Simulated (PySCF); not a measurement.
# How the method changes the shape and vibrations of BH3N

These are calculations, not measurements. They come from PySCF 2.14.0, an open-source quantum chemistry program, on an isolated molecule that a program drew, which may never have been made. The molecule is BH3N (charge 0, doublet), drawn as the SMILES string `[BH]N`.

The geometry was optimised and harmonic frequencies were computed with HF and MP2, all in the cc-pVDZ basis, for the commonest isotopes, with a restricted reference for singlets and an unrestricted one otherwise, and a frozen core in MP2. Each result is a local minimum of its method.

Geometry at the HF minimum:
```xyz
5
BH3N, angstrom
B    -0.1584    0.5136    1.8779
N    -0.0751    1.8891    1.8093
H    -0.9122   -0.1486    1.2202
H    -0.6437    2.4435    1.1988
H     0.5586    2.4269    2.3640
```

Lengths of the bonds as drawn, in Å (atoms numbered as above):
```
 bond     HF    MP2
B1-N2  1.380  1.388
B1-H3  1.200  1.206
N2-H4  1.002  1.017
N2-H5  0.999  1.014
```

Rotational constants, in GHz:
```
constant     HF    MP2
       A  227.8  222.3
       B  30.34  29.96
       C  26.78   26.4
```

Harmonic frequencies in cm^-1, each column in rising order, so a row needn't be the same motion in every method:
```
rank    HF   MP2
   1   582   566
   2   812   756
   3   889     ?
   4  1149  1081
   5  1369  1333
   6  1735  1607
   7  2710  2671
   8  3783  3594
   9  3892  3719
```

**Estimate the missing MP2 frequency from the HF column.**

A single factor s that minimises the squared misfit of MP2 against s times HF over the other rows is sum(HF x MP2) / sum(HF^2) = 0.9569, with an rms misfit of 37 cm^-1. For rank 3 it gives 0.9569 x 889 = 851 cm^-1. The calculation gives 866 cm^-1, 15 cm^-1 above the estimate. The drawn bonds are on average 1.0 % longer in MP2 than in HF.
